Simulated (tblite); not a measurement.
Input of a run (GFN2-xTB geometry optimisation, gas phase (tblite 0.8.0)), started from a force field or distance geometry:
```
{"job": {"kind": "relax", "xc": "GFN2-xTB", "basis": "xTB"}, "charge": 0, "multiplicity": 2}
C     -2.783000     0.598900     0.023800
C     -2.150200    -0.746200     0.141200
F     -2.021300    -1.339400    -1.088400
Si    -0.454300    -0.600600     0.892300
Si     1.003600     0.401400    -0.448400
Si     3.016000     0.131400     0.491500
Cl     0.536300     2.445900    -0.667900
H     -3.203000     0.949600     1.006700
H     -1.981800     1.314200    -0.275000
H     -2.763700    -1.383200     0.846200
H     -0.565700     0.199600     2.111600
H      0.115000    -1.937400     1.209800
H      0.972100    -0.192000    -1.789900
H      3.240400    -1.311000     0.641800
H      2.983400     0.779600     1.810800
H      4.048500     0.698100    -0.382700
```

Output (eV, eV/Å):
```
step      E/eV     max force
  0    -632.53394    2.765
  1    -632.84616    1.646
  2    -633.00546    0.838
  3    -633.07316    0.743
  4    -633.17798    0.810
  5    -633.23136    0.669
  6    -633.26125    0.458
  7    -633.28371    0.337
  8    -633.30380    0.459
  9    -633.32436    0.492
 10    -633.34341    0.355
 11    -633.36008    0.342
 12    -633.37124    0.277
 13    -633.37806    0.235
 14    -633.38502    0.193
 15    -633.39209    0.201
 16    -633.39870    0.232
 17    -633.40493    0.244
 18    -633.41051    0.285
 19    -633.41568    0.191
 20    -633.42119    0.229
 21    -633.42580    0.191
 22    -633.42971    0.157
 23    -633.43388    0.158
 24    -633.43815    0.176
 25    -633.44234    0.183
 26    -633.44623    0.163
 27    -633.44976    0.128
 28    -633.45288    0.116
 29    -633.45508    0.090
 30    -633.45630    0.079
 31    -633.45729    0.096
 32    -633.45858    0.113
 33    -633.46060    0.143
 34    -633.46275    0.114
 35    -633.46438    0.082
 36    -633.46548    0.088
 37    -633.46661    0.090
 38    -633.46817    0.117
 39    -633.46983    0.099
 40    -633.47091    0.076
 41    -633.47146    0.067
 42    -633.47189    0.054
 43    -633.47248    0.060
 44    -633.47321    0.066
 45    -633.47382    0.046
 46    -633.47418    0.034
 47    -633.47443    0.045
 48    -633.47474    0.048
 49    -633.47515    0.049
 50    -633.47559    0.049
 51    -633.47598    0.050
 52    -633.47633    0.048
 53    -633.47674    0.058
 54    -633.47723    0.058
 55    -633.47760    0.037
 56    -633.47779    0.030
 57    -633.47790    0.029
 58    -633.47806    0.037
 59    -633.47832    0.050
 60    -633.47865    0.047
 61    -633.47889    0.030
 62    -633.47899    0.018
 63    -633.47904    0.020
 64    -633.47911    0.022
 65    -633.47925    0.031
 66    -633.47945    0.038
 67    -633.47966    0.037
 68    -633.47983    0.027
 69    -633.47996    0.026
 70    -633.48013    0.039
 71    -633.48040    0.055
 72    -633.48077    0.061
 73    -633.48114    0.046
 74    -633.48142    0.033
 75    -633.48160    0.031
 76    -633.48174    0.031
 77    -633.48187    0.027
 78    -633.48196    0.021
 79    -633.48203    0.024
 80    -633.48211    0.027
 81    -633.48221    0.030
 82    -633.48233    0.033
 83    -633.48241    0.025
 84    -633.48246    0.015
 85    -633.48249    0.020
 86    -633.48254    0.022
 87    -633.48262    0.030
 88    -633.48272    0.032
 89    -633.48282    0.029
 90    -633.48289    0.020
 91    -633.48294    0.015
 92    -633.48299    0.020
 93    -633.48305    0.021
 94    -633.48314    0.033
 95    -633.48328    0.040
 96    -633.48345    0.039
 97    -633.48358    0.025
 98    -633.48364    0.015
 99    -633.48367    0.013
100    -633.48369    0.014
101    -633.48373    0.022
102    -633.48381    0.033
103    -633.48395    0.044
104    -633.48417    0.050
105    -633.48446    0.049
106    -633.48475    0.042
107    -633.48499    0.037
108    -633.48521    0.040
109    -633.48550    0.052
110    -633.48601    0.081
111    -633.48696    0.113
112    -633.48826    0.150
113    -633.48965    0.134
114    -633.48655    0.238
115    -633.49106    0.052
116    -633.49140    0.058
117    -633.49182    0.057
118    -633.49239    0.064
119    -633.49309    0.075
120    -633.49456    0.109
121    -633.49622    0.129
122    -633.49788    0.125
123    -633.49867    0.086
124    -633.49731    0.158
125    -633.49982    0.093
126    -633.50011    0.041
127    -633.50042    0.034
128    -633.50083    0.051
129    -633.50111    0.061
130    -633.50160    0.070
131    -633.50227    0.113
132    -633.50306    0.090
133    -633.50394    0.071
134    -633.50455    0.077
135    -633.50529    0.092
136    -633.50640    0.064
137    -633.50704    0.060
138    -633.50797    0.059
139    -633.50902    0.067
140    -633.50630    0.224
141    -633.51059    0.077
142    -633.51141    0.074
143    -633.51218    0.200
144    -633.51368    0.069
145    -633.51474    0.057
146    -633.51676    0.107
147    -633.51801    0.066
148    -633.51893    0.063
149    -633.51972    0.168
150    -633.51993    0.218
151    -633.52157    0.080
152    -633.52252    0.086
153    -633.52349    0.075
154    -633.52575    0.092
155    -633.52687    0.120
156    -633.52854    0.098
157    -633.53175    0.121
158    -633.53644    0.229
159    -633.54032    0.274
160    -633.54631    0.206
161    -633.55127    0.164
162    -633.55622    0.170
163    -633.56127    0.133
164    -633.56404    0.116
165    -633.56610    0.106
166    -633.56768    0.120
167    -633.56949    0.110
168    -633.57123    0.119
169    -633.57274    0.107
170    -633.57461    0.079
171    -633.57692    0.110
172    -633.57931    0.100
173    -633.58033    0.087
174    -633.58129    0.054
175    -633.58206    0.070
176    -633.58276    0.062
177    -633.58359    0.062
178    -633.58447    0.057
179    -633.58557    0.064
180    -633.58641    0.057
181    -633.58698    0.043
182    -633.58738    0.046
183    -633.58773    0.035
184    -633.58801    0.033
185    -633.58819    0.026
186    -633.58830    0.023
187    -633.58841    0.020
188    -633.58851    0.019
189    -633.58859    0.022
190    -633.58865    0.020
191    -633.58871    0.020
192    -633.58876    0.018
193    -633.58880    0.014
194    -633.58883    0.011
195    -633.58886    0.008
```

Q: Summarise the run.

A: The energy falls by 24.3 kcal/mol over 195 L-BFGS steps, the largest force on an atom goes from 2.77 to 0.008 eV/Å, and the atoms move by 1.635 Å rms after alignment. The bond that changes most is C2–Si4 (ends: carbon bonded to C, F, Si and H; silicon bonded to C, Si and 2 H), which lengthens by 0.122 Å. Bonds longer at the end by more than 0.005 Å: 6 of 15; shorter: 7. Among the angles that change most is Si5–Si4–H11, from 107.9° to 121.9°. Among the dihedrals that turn most is H11–Si4–Si5–H13, from -169° to -51°. The energy rose by more than 1e-5 eV at steps 114, 124 and 140. The first step brought 30 % of the lowering.

Q: What are the final bond lengths?

A: C1–C2 1.436 Å, C2–F3 1.394 Å, C2–Si4 1.982 Å, Si4–Si5 2.325 Å, Si5–Si6 2.338 Å, Si5–Cl7 2.062 Å, C1–H8 1.070 Å, C1–H9 1.071 Å, C2–H10 1.092 Å, Si4–H11 1.470 Å, Si4–H12 1.472 Å, Si5–H13 1.476 Å, Si6–H14 1.460 Å, Si6–H15 1.467 Å, Si6–H16 1.468 Å. Numbering counts from 1 in the input's order; the species is `[CH2][C@@H](F)[SiH2][Si@H]([SiH3])Cl` [radical].

Hardware: an Arm Neoverse V1 with one thread, shared host. Cost: 2.0 s wall.

GFN2-xTB frequencies show an imaginary mode (38i cm⁻¹), so the point is no minimum at that level. 3 starts were optimised and ended at 0.00, 0.73 and 2.33 kcal/mol (GFN2-xTB); the lowest of these is shown.

One conformer stands for the species.

The numbers are calculated, not measured.
